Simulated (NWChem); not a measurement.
System: SiH$_{4}$O$_{2}$; SMILES O[SiH2]O

Parts of the log:

```
             Northwest Computational Chemistry Package (NWChem) 7.3.0
             --------------------------------------------------------

                             Geometry "geometry" -> ""
                             -------------------------

 Output coordinates in angstroms (scale by  1.889725989 to convert to a.u.)

  No.       Tag          Charge          X              Y              Z
 ---- ---------------- ---------- -------------- -------------- --------------
    1 Si                  14.0000     0.00000000     0.00000000    -0.42551000
    2 O                    8.0000    -1.38529600     0.05113400     0.48931500
    3 O                    8.0000     1.38529600    -0.05113400     0.48931500
    4 H                    1.0000    -0.06513400     1.23672500    -1.24997500
    5 H                    1.0000     0.06513400    -1.23672500    -1.24997500
    6 H                    1.0000    -1.58657600    -0.73279900     1.00902800
    7 H                    1.0000     1.58657600     0.73279900     1.00902800

 Effective nuclear repulsion energy (a.u.)     119.3462982746

                              NWChem Property Module
                              ----------------------

  itol2e modified to match energy
  convergence criterion.

                                 NWChem DFT Module
                                 -----------------

 Summary of "ao basis" -> "ao basis" (spherical)
 ------------------------------------------------------------------------------
       Tag                 Description            Shells   Functions and Types
 ---------------- ------------------------------  ------  ---------------------
 Si                         cc-pvtz                 12       34   5s4p2d1f
 O                          cc-pvtz                 10       30   4s3p2d1f
 H                          cc-pvtz                  6       14   3s2p1d

  itol2e modified to match energy
  convergence criterion.

            General Information
            -------------------
          SCF calculation type: DFT
          Wavefunction type:  closed shell.
          No. of atoms     :     7
          No. of electrons :    34
           Alpha electrons :    17
            Beta electrons :    17
          Charge           :     0
          Spin multiplicity:     1
          Use of symmetry is: off; symmetry adaption is: off
          Maximum number of iterations: 150
          AO basis - number of functions:   150
                     number of shells:    56
          Convergence on energy requested:  1.00D-07
          Convergence on density requested:  1.00D-05
          Convergence on gradient requested:  5.00D-04

              XC Information
              --------------
                         PBE0 Method XC Functional
                     Hartree-Fock (Exact) Exchange  0.250
          PerdewBurkeErnzerhof Exchange Functional  0.750
            Perdew 1991 LDA Correlation Functional  1.000 local
           PerdewBurkeErnz. Correlation Functional  1.000 non-local

             Grid Information
             ----------------
          Grid used for XC integration:  fine
          Radial quadrature: Mura-Knowles
          Angular quadrature: Lebedev.
          Tag              B.-S. Rad. Rad. Pts. Rad. Cut. Ang. Pts.
          ---              ---------- --------- --------- ---------
          Si                  1.10      123           9.0       770
          O                   0.60       70          10.0       590
          H                   0.35       60          11.0       590
          Grid pruning is: on
          Number of quadrature shells:   503
          Spatial weights used:  Erf1

      Superposition of Atomic Density Guess
      -------------------------------------

 Sum of atomic energies:        -440.40153977

      Non-variational initial energy
      ------------------------------

 Total energy =    -441.267208
 1-e energy   =    -845.541007
 2-e energy   =     284.927501
 HOMO         =      -0.393446
 LUMO         =       0.040205

   convergence    iter        energy       DeltaE   RMS-Dens  Diis-err
 ---------------- ----- ----------------- --------- --------- ---------
 d= 0,ls=0.0,diis     1   -442.1377207417 -5.61D+02  5.82D-03  8.99D-01
 d= 0,ls=0.0,diis     2   -442.0915866025  4.61D-02  3.19D-03  1.49D+00
 d= 0,ls=0.0,diis     3   -442.2209541116 -1.29D-01  3.92D-04  2.36D-02
 d= 0,ls=0.0,diis     4   -442.2227768346 -1.82D-03  6.77D-05  4.75D-04
 d= 0,ls=0.0,diis     5   -442.2228199802 -4.31D-05  1.45D-05  1.25D-05
  Resetting Diis
 d= 0,ls=0.0,diis     6   -442.2228211590 -1.18D-06  2.85D-06  6.79D-07
 d= 0,ls=0.0,diis     7   -442.2228212265 -6.75D-08  6.92D-07  1.15D-08

         Total DFT energy =     -442.222821226548
      One electron energy =     -848.730353805173
           Coulomb energy =      326.556547685686
    Exchange-Corr. energy =      -39.395313381688
 Nuclear repulsion energy =      119.346298274627

 Numeric. integr. density =       33.999999901734

                       DFT Final Molecular Orbital Analysis
                       ------------------------------------

 Vector   15  Occ=2.000000D+00  E=-3.473370D-01
              MO Center= -8.4D-07, -1.4D-07,  2.4D-01, r^2= 2.8D+00
   Bfn.  Coefficient  Atom+Function         Bfn.  Coefficient  Atom+Function
  ----- ------------  ---------------      ----- ------------  ---------------
    44      0.229250  2 O  pz                74      0.229250  3 O  pz
    41      0.191083  2 O  pz                71      0.191083  3 O  pz
    47      0.182089  2 O  pz                77      0.182089  3 O  pz
    43      0.162980  2 O  py                73     -0.162979  3 O  py
    40      0.133904  2 O  py                70     -0.133904  3 O  py

 Vector   16  Occ=2.000000D+00  E=-3.401041D-01
              MO Center=  9.8D-07, -1.5D-07,  2.2D-01, r^2= 2.9D+00
   Bfn.  Coefficient  Atom+Function         Bfn.  Coefficient  Atom+Function
  ----- ------------  ---------------      ----- ------------  ---------------
    42      0.248163  2 O  px                72      0.248163  3 O  px
    39      0.207436  2 O  px                69      0.207436  3 O  px
    45      0.203705  2 O  px                75      0.203705  3 O  px
    44      0.136391  2 O  pz                74     -0.136392  3 O  pz
    10      0.126226  1 Si py                41      0.111922  2 O  pz

 Vector   17  Occ=2.000000D+00  E=-3.264946D-01
              MO Center=  6.6D-07,  1.8D-07, -4.0D-01, r^2= 3.0D+00
   Bfn.  Coefficient  Atom+Function         Bfn.  Coefficient  Atom+Function
  ----- ------------  ---------------      ----- ------------  ---------------
    10      0.225005  1 Si py                96      0.184790  4 H  s
   110     -0.184790  5 H  s                 97      0.177231  4 H  s
   111     -0.177231  5 H  s                 43     -0.142025  2 O  py
    73     -0.142026  3 O  py                44     -0.134357  2 O  pz
    74      0.134357  3 O  pz                47     -0.122512  2 O  pz

 Vector   18  Occ=0.000000D+00  E= 2.458548D-02
              MO Center= -3.3D-07, -2.0D-07,  5.8D-01, r^2= 5.3D+00
   Bfn.  Coefficient  Atom+Function         Bfn.  Coefficient  Atom+Function
  ----- ------------  ---------------      ----- ------------  ---------------
   125      0.648625  6 H  s                139      0.648625  7 H  s
    38     -0.626807  2 O  s                 68     -0.626807  3 O  s
    17      0.592987  1 Si pz                 5     -0.312174  1 Si s
    97      0.306265  4 H  s                111      0.306265  5 H  s
   124      0.228746  6 H  s                138      0.228746  7 H  s

 Vector   19  Occ=0.000000D+00  E= 3.904031D-02
              MO Center=  2.1D-07,  1.5D-07, -2.3D-02, r^2= 5.6D+00
   Bfn.  Coefficient  Atom+Function         Bfn.  Coefficient  Atom+Function
  ----- ------------  ---------------      ----- ------------  ---------------
    15      0.615354  1 Si px                38      0.559454  2 O  s
    68     -0.559454  3 O  s                125     -0.530504  6 H  s
   139      0.530504  7 H  s                 46     -0.179598  2 O  py
    76     -0.179598  3 O  py               124     -0.172839  6 H  s
   138      0.172839  7 H  s                  9      0.169058  1 Si px

[...]

          -----------------------
          Electric field gradient
          -----------------------

 1 a.u. = 0.324123 10**(16) esu/cm**3  ( or statvolts/cm**2 ) = 0.97174 10**(22) v/m**2

 ------------------------------------------------------------
   Atom      X         Y         Z
 ------------------------------------------------------------
    1 Si   0.00000   0.00000  -0.80410
 ------------------------------------------------------------

 Electric field gradient in molecular frame (a.u.)
         XX             YY             ZZ             XY             XZ             YZ
 ------------------------------------------------------------------------------------------
       -0.271905       0.334311      -0.062406      -0.005505       0.000000       0.000000

 Principal components (a.u.) and orientation
 of principal axis w.r.t. absolute frame                      Asymmetry parameter eta
 --------------------------------------------------------------------------------------
        0.334361      -0.271955      -0.062406                       0.626713

       -0.009079       0.999959       0.000000
        0.999959       0.009079      -0.000000
        0.000000      -0.000000       1.000000

 ------------------------------------------------------------
   Atom      X         Y         Z
 ------------------------------------------------------------
    2 O   -2.61783   0.09663   0.92467
 ------------------------------------------------------------

 Electric field gradient in molecular frame (a.u.)
         XX             YY             ZZ             XY             XZ             YZ
 ------------------------------------------------------------------------------------------
        0.219542      -0.324328       0.104786      -0.334536       0.711155       0.910693

 Principal components (a.u.) and orientation
 of principal axis w.r.t. absolute frame                      Asymmetry parameter eta
 --------------------------------------------------------------------------------------
       -1.368588       1.037036       0.331551                       0.515484

       -0.416424       0.509043      -0.753304
       -0.669674       0.388664       0.632832
        0.614921       0.767994       0.179044

 ------------------------------------------------------------
   Atom      X         Y         Z
 ------------------------------------------------------------
    3 O    2.61783  -0.09663   0.92467
 ------------------------------------------------------------

 Electric field gradient in molecular frame (a.u.)
         XX             YY             ZZ             XY             XZ             YZ
 ------------------------------------------------------------------------------------------
        0.219542      -0.324328       0.104786      -0.334536      -0.711155      -0.910693

 Principal components (a.u.) and orientation
 of principal axis w.r.t. absolute frame                      Asymmetry parameter eta
 --------------------------------------------------------------------------------------
       -1.368588       1.037036       0.331551                       0.515484

        0.416424       0.509043      -0.753304
        0.669674       0.388664       0.632832
        0.614921      -0.767994      -0.179044

 ------------------------------------------------------------
   Atom      X         Y         Z
 ------------------------------------------------------------
    4 H   -0.12309   2.33707  -2.36211
 ------------------------------------------------------------

 Electric field gradient in molecular frame (a.u.)
         XX             YY             ZZ             XY             XZ             YZ
 ------------------------------------------------------------------------------------------
        0.068921      -0.073875       0.004954       0.006543      -0.004352       0.096096

 Principal components (a.u.) and orientation
 of principal axis w.r.t. absolute frame                      Asymmetry parameter eta
 --------------------------------------------------------------------------------------
       -0.138623       0.069409       0.069213                       0.001415

       -0.037835       0.157726       0.986758
        0.829915       0.554982      -0.056889
       -0.556606       0.816773      -0.151897

 ------------------------------------------------------------
   Atom      X         Y         Z
 ------------------------------------------------------------
    5 H    0.12309  -2.33707  -2.36211
 ------------------------------------------------------------

 Electric field gradient in molecular frame (a.u.)
         XX             YY             ZZ             XY             XZ             YZ
 ------------------------------------------------------------------------------------------
        0.068921      -0.073875       0.004954       0.006543       0.004352      -0.096096

 Principal components (a.u.) and orientation
 of principal axis w.r.t. absolute frame                      Asymmetry parameter eta
 --------------------------------------------------------------------------------------
       -0.138623       0.069409       0.069213                       0.001415

       -0.037835      -0.157728       0.986758
        0.829915      -0.554982      -0.056890
        0.556606       0.816772       0.151898

 ------------------------------------------------------------
   Atom      X         Y         Z
 ------------------------------------------------------------
    6 H   -2.99819  -1.38479   1.90679
 ------------------------------------------------------------

 Electric field gradient in molecular frame (a.u.)
         XX             YY             ZZ             XY             XZ             YZ
 ------------------------------------------------------------------------------------------
        0.201916      -0.234176       0.032260      -0.122860       0.095168       0.320521

 Principal components (a.u.) and orientation
 of principal axis w.r.t. absolute frame                      Asymmetry parameter eta
 --------------------------------------------------------------------------------------
       -0.483149       0.253209       0.229940                       0.048161

        0.220754       0.537685       0.813734
        0.809437       0.364463      -0.460412
       -0.544132       0.760304      -0.354765

 ------------------------------------------------------------
   Atom      X         Y         Z
 ------------------------------------------------------------
    7 H    2.99819   1.38479   1.90679
 ------------------------------------------------------------

 Electric field gradient in molecular frame (a.u.)
         XX             YY             ZZ             XY             XZ             YZ
 ------------------------------------------------------------------------------------------
        0.201916      -0.234176       0.032260      -0.122860      -0.095168      -0.320521

 Principal components (a.u.) and orientation
 of principal axis w.r.t. absolute frame                      Asymmetry parameter eta
 --------------------------------------------------------------------------------------
       -0.483149       0.253209       0.229940                       0.048161

        0.220754      -0.537685       0.813734
        0.809437      -0.364463      -0.460412
        0.544132       0.760304       0.354765
```

Level: PBE0/cc-pVTZ. All runs use the structure optimised with PBE0/def2-SVP. NWChem prints the field gradient with the sign opposite to the second derivative of the potential.

Task: Which NWChem input produces such a log?

Result: One answer among several that fit: the input that was run:
```
start job
memory heap 200 mb stack 900 mb global 1100 mb
geometry units angstroms noautosym nocenter noautoz
  Si     0.000000     0.000000    -0.425510
  O     -1.385296     0.051134     0.489315
  O      1.385296    -0.051134     0.489315
  H     -0.065134     1.236725    -1.249975
  H      0.065134    -1.236725    -1.249975
  H     -1.586576    -0.732799     1.009028
  H      1.586576     0.732799     1.009028
end
basis spherical
  Si library cc-pvtz
  O library cc-pvtz
  H library cc-pvtz
end
dft
  xc pbe0
  iterations 150
end
property
  efieldgrad
end
task dft property
```
